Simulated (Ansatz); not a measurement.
An input meant for (LiF)4 cube (Li₄F₄) (charge 0, singlet).

```yaml
crystal:
  periodic: [false, false, false]
  atoms:
    - {symbol: Xx, position_ang: [0.887829, -0.683483, 0.983537]}
    - {symbol: F, position_ang: [-0.077660, 0.781215, 1.443195]}
    - {symbol: Li, position_ang: [-1.404268, -0.019234, 0.500512]}
    - {symbol: F, position_ang: [-0.491487, -1.555718, 0.192616]}
    - {symbol: Li, position_ang: [0.070554, -0.709054, -1.309657]}
    - {symbol: F, position_ang: [1.547331, 0.021206, -0.551775]}
    - {symbol: Li, position_ang: [0.445937, 1.411968, -0.174497]}
    - {symbol: F, position_ang: [-0.978236, 0.753110, -1.083942]}
basis:
  gaussian: {orbitals: 6-31G}
hamiltonian: {xc: {name: r2SCAN0}}
scf: {lower_state_search: full}
```

```sh
$ ansatz run in.yaml --threads 4 --pin off --events-out ev --progress --plain --max-ram 3916MiB
```

It prints (some lines left out):

```
Error: YAML parse error: error: line 4 column 16: `Xx` is not an element symbol (H … Og, case-exact)
 --> <input>:4:16
2 |   periodic: [false, false, false]
3 |   atoms:
4 |     - {symbol: Xx, position_ang: [0.887829, -0.683483, 0.983537]}
5 |     - {symbol: F, position_ang: [-0.077660, 0.781215, 1.443195]}
6 |     - {symbol: Li, position_ang: [-1.404268, -0.019234, 0.500512]}
```

Something in this input is off. What?

An element symbol is wrong. The program refused the input.
